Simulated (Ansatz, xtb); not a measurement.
## Relative energy of two isomers of C4H3N3

Structure X: `N#Cc1ccn[nH]1`, a singlet. Structure Y: `N#Cc1cc[nH]n1`, a singlet. Both are isolated molecules in the gas phase, relaxed with B3LYP/def2-SVP.

Quicker runs give these differences E(Y) − E(X): GFN2-xTB +0.60 kcal/mol; HF/STO-3G −1.41 kcal/mol (at GFN2-xTB geometries); r2SCAN-D4/def2-SVP −0.09 kcal/mol (at GFN2-xTB geometries).

Problem. Which of the two would you expect CCSD(T)/def2-SVP + ΔMP2/def2-TZVPP electronic energies to favour?

Solution. CCSD(T)/def2-SVP + ΔMP2/def2-TZVPP gives E(Y) − E(X) = −0.93 kcal/mol, slightly favouring structure Y, which is too small a margin to settle the true order.

Level by level:

```json
{"level": "GFN2-xTB", "geometry": "GFN2-xTB", "E(Y) − E(X) (kcal/mol)": "+0.60", "departure from the last row (kcal/mol)": "+1.53", "job, with rough time for the two": "optimisation, 0.31 s"}
{"level": "HF/STO-3G", "geometry": "GFN2-xTB", "E(Y) − E(X) (kcal/mol)": "−1.41", "departure from the last row (kcal/mol)": "−0.48", "job, with rough time for the two": "single point, 1.1 s"}
{"level": "r2SCAN-D4/def2-SVP", "geometry": "GFN2-xTB", "E(Y) − E(X) (kcal/mol)": "−0.09", "departure from the last row (kcal/mol)": "+0.83", "job, with rough time for the two": "single point, 7.2 s"}
{"level": "B3LYP/def2-SVP", "geometry": "B3LYP/def2-SVP", "E(Y) − E(X) (kcal/mol)": "−0.45", "departure from the last row (kcal/mol)": "+0.48", "job, with rough time for the two": "optimisation, 85 s"}
{"level": "HF/def2-SVP", "geometry": "B3LYP/def2-SVP", "E(Y) − E(X) (kcal/mol)": "−1.91", "departure from the last row (kcal/mol)": "−0.98", "job, with rough time for the two": "part of the CCSD(T) run"}
{"level": "MP2/def2-SVP", "geometry": "B3LYP/def2-SVP", "E(Y) − E(X) (kcal/mol)": "−0.95", "departure from the last row (kcal/mol)": "−0.02", "job, with rough time for the two": "part of the CCSD(T) run"}
{"level": "CCSD(T)/def2-SVP", "geometry": "B3LYP/def2-SVP", "E(Y) − E(X) (kcal/mol)": "−1.23", "departure from the last row (kcal/mol)": "−0.30", "job, with rough time for the two": "single point"}
{"level": "CCSD(T)/def2-SVP + ΔMP2/def2-TZVPP", "geometry": "B3LYP/def2-SVP", "E(Y) − E(X) (kcal/mol)": "−0.93", "departure from the last row (kcal/mol)": "", "job, with rough time for the two": "single point, 93 s"}
```

As drawn, both hold the same kinds of bond in the same numbers.

The largest departure from CCSD(T)/def2-SVP + ΔMP2/def2-TZVPP is that of GFN2-xTB, 1.53 kcal/mol. The last row adds to CCSD(T) the change of the MP2 difference between the two basis sets, here +0.30 kcal/mol.

With thermal terms from frequencies at re-optimised GFN2-xTB minima (ideal gas, soft modes damped towards free rotors, one conformer each, 298.15 K, 1 atm): on the last row, ΔE + ΔZPE = −0.92, ΔH = −0.93, ΔG = −0.89 kcal/mol.

The correlated steps freeze 7 core orbitals. Codes used: Ansatz 0.2.0, xtb 6.7.1; the last row on 2 threads of Intel(R) Xeon(R) Processor @ 2.50GHz (Skylake/Cascade Lake) on a shared host.
